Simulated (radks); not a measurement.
Results of a calculation; reference values are marked as such.
Ionisation of the iodine ion I+, [Kr] 4d10 5s2 5p4, to I2+, [Kr] 4d10 5s2 5p3, under several functionals. Scalar-relativistic Kohn-Sham, spin-polarised, spherical densities, finite nucleus; open shells are filled with parallel spins first (spin-orbit coupling, left out, can overturn this in heavy ions); a radial shooting solver on a logarithmic mesh with Libxc functionals.

exchange-only LDA: E(I+) (hartree) -7104.94963; Exc (hartree) -169.80691; IE (eV) 17.359; -e(HOMO) (eV) 13.311; <r> HOMO (bohr) 2.355; IE error (eV) -1.773
HCTH/407: E(I+) (hartree) -7120.21724; Exc (hartree) -185.39957; IE (eV) 18.633; -e(HOMO) (eV) 14.478; <r> HOMO (bohr) 2.368; IE error (eV) -0.498
XLYP: E(I+) (hartree) -7117.04288; Exc (hartree) -182.00469; IE (eV) 18.753; -e(HOMO) (eV) 14.492; <r> HOMO (bohr) 2.352; IE error (eV) -0.378
PBEsol: E(I+) (hartree) -7112.80979; Exc (hartree) -177.74771; IE (eV) 18.657; -e(HOMO) (eV) 14.531; <r> HOMO (bohr) 2.330; IE error (eV) -0.475
LDA (Slater exchange, Perdew-Wang correlation): E(I+) (hartree) -7109.98630; Exc (hartree) -174.90483; IE (eV) 19.078; -e(HOMO) (eV) 14.846; <r> HOMO (bohr) 2.332; IE error (eV) -0.054
r2SCAN: E(I+) (hartree) -7116.72854; Exc (hartree) -181.33935; IE (eV) 18.383; -e(HOMO) (eV) 14.476; <r> HOMO (bohr) 2.332; IE error (eV) -0.748
BP86: E(I+) (hartree) -7116.99804; Exc (hartree) -181.96851; IE (eV) 18.849; -e(HOMO) (eV) 14.675; <r> HOMO (bohr) 2.331; IE error (eV) -0.283
SOGGA: E(I+) (hartree) -7112.41721; Exc (hartree) -177.35317; IE (eV) 18.531; -e(HOMO) (eV) 14.420; <r> HOMO (bohr) 2.331; IE error (eV) -0.601
LDA (Slater exchange, Perdew-Zunger correlation): E(I+) (hartree) -7109.98527; Exc (hartree) -174.90368; IE (eV) 19.132; -e(HOMO) (eV) 14.893; <r> HOMO (bohr) 2.332; IE error (eV) +0.001
revPBE: E(I+) (hartree) -7116.03198; Exc (hartree) -180.99989; IE (eV) 18.509; -e(HOMO) (eV) 14.405; <r> HOMO (bohr) 2.339; IE error (eV) -0.622

NIST Atomic Spectra Database: 19.131 eV (measured). Closest: LDA (Slater exchange, Perdew-Zunger correlation). The Delta-SCF values span 1.77 eV, the total energies 15.27 hartree. The highest occupied level is 5p. Open shells are spherical and high-spin; term and fine-structure splittings are not resolved. Spin-orbit splitting is averaged out at the scalar-relativistic level.
